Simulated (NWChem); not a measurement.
# ZrH2Cl2; SMILES [Cl][ZrH2][Cl]

def2 effective core potentials on Zr; no spin-orbit coupling.

Problem. Give the equilibrium geometry at PBE0/def2-SVP with def2 effective core potentials on Zr (NWChem) as an XYZ file, with the point group.

Solution. point group C2v; any orientation.
```
5

Zr     0.0000     0.0000    -0.4580
Cl     1.9782     0.0000     0.7595
Cl    -1.9782     0.0000     0.7595
H      0.0000    -1.4936    -1.5231
H      0.0000     1.4936    -1.5231
```
